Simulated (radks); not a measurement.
Ionisation of the xenon ion Xe2+, [Kr] 4d10 5s2 5p4, to [Kr] 4d10 5s2 5p3 as the strength of local exchange is varied. All-electron calculation, Dirac Kohn-Sham, Slater X-alpha exchange (alpha = 2/3 is LDA exchange), no correlation, spin-unpolarised, spherical densities, finite nucleus; open shells are shared between the two j in proportion to 2j + 1; Fermi nuclear charge, rms radius 4.7859 fm. Program: a radial shooting solver on a logarithmic mesh with Libxc functionals.

| alpha | E(Xe2+) (hartree) | exchange (hartree) | IE (eV) | -e of the level emptied (eV) | <r> of it (bohr) |
|---|---|---|---|---|---|
| 0.609 | -7422.52955 | -159.86426 | 29.791 | 24.212 (5p3/2) | 2.149 |
| 0.667 | -7437.76928 | -175.42426 | 30.615 | 24.989 (5p3/2) | 2.128 |
| 0.741 | -7457.25533 | -195.36108 | 31.683 | 25.998 (5p3/2) | 2.101 |
| 0.907 | -7501.13960 | -240.42823 | 34.145 | 28.330 (5p3/2) | 2.045 |
| 0.954 | -7513.60794 | -253.27461 | 34.858 | 29.008 (5p3/2) | 2.029 |

NIST Atomic Spectra Database: 31.05 eV (semi-empirical). The Delta-SCF value meets it near alpha = 0.70. Spin polarisation and multiplet splitting are left out, so open shells lie too high by an amount that depends on their filling. Sharing an open shell by 2j + 1 raises it above the true ground level by a part of the spin-orbit splitting, which enters the differences from NIST.

Beside tabulated values, note that spin-unpolarised runs miss the spin-polarisation part of the exchange energy of open shells.
